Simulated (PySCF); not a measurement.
**Ionisation energy of Rh³⁴⁺ by level of theory**

Rh³⁴⁺ [Ne] 3s1 (2S) → Rh³⁵⁺ [Ne] (1S), as a difference of total energies. Calculation: PySCF 2.14, in an even-tempered Gaussian basis (18 s from 5.3 bohr⁻², ratio 2.5; 12 p from 6.9 bohr⁻², ratio 2.5; 4 d from 26 bohr⁻², ratio 2.7; 4 f from 39 bohr⁻², ratio 2.7); scalar relativity by spin-free X2C-1e. Correlated levels: outer shells: 1s2 frozen; virtual orbitals above 40 to 60 times the deepest correlated orbital energy dropped. The calculations carry no spin-orbit coupling.

| method | ionisation energy (eV) |
| --- | --- |
| UHF | 2128.4 |
| LDA | 2131.0 |
| PBE | 2133.3 |
| PBE0 | 2132.1 |
| r2SCAN | 2127.9 |
| M06-L | 2125.6 |
| PW91 | 2133.6 |
| MP2 (outer shells) | 2129.1 |
| SCS-MP2 (outer shells) | 2129.0 |

Breit and QED terms and the two-electron picture change are absent.

For comparison: 2129.22 ± 0.07 eV (semi-empirical (NIST evaluation); NIST Atomic Spectra Database, ionization energies).
